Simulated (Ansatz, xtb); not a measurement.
**CH4ClGe−: 3 structures ranked**

3 gas-phase structures of CH4ClGe−, found in a search over its isomers (lower ones may exist). Each was relaxed with GFN2-xTB; where two conformers were screened, the lower at r2SCAN-D4/def2-SVPD//GFN2-xTB is listed:

A. `[CH3][GeH-][Cl]`, a singlet
B. `[CH2-][GeH2][Cl]`, a singlet
C. `Cl[CH2][GeH2-]`, a singlet

**Question.** Make a reasoned guess at their ranking by r2SCAN-D4/def2-SVPD//GFN2-xTB single-point energy.

**Answer.** Calculated order at r2SCAN-D4/def2-SVPD//GFN2-xTB: A (0.0), B (37.6), C (44.3) kcal/mol.

Energies above the lowest of each column, in kcal/mol; the last columns are at r2SCAN-D4/def2-SVPD geometries and were run for some of them only (a dash: not run or not comparable):

| structure | GFN2-xTB | HF/STO-3G | r2SCAN-D4/def2-SVPD//GFN2-xTB | r2SCAN-D4/def2-SVPD | CCSD(T)/def2-SVPD + ΔMP2/def2-TZVPPD |
| --- | --- | --- | --- | --- | --- |
| A | 0.0 | 0.0 | 0.0 | 0.0 | 0.0 |
| B | 42.9 | 59.2 | 37.6 | 26.8 | 26.6 |
| C | 43.9 | 60.8 | 44.3 | – | – |

Every level run on A puts it lowest or level with the lowest. Some further structures that were screened fall inside this span and aren't listed. Flexible structures stand in one conformer each, not always the lowest. Frequencies (r2SCAN-D4/def2-SVPD) were run for A, B alone. ΔMP2 is the change of the MP2 energy from the smaller to the larger basis.

Programs: Ansatz 0.2.0, xtb 6.7.1.
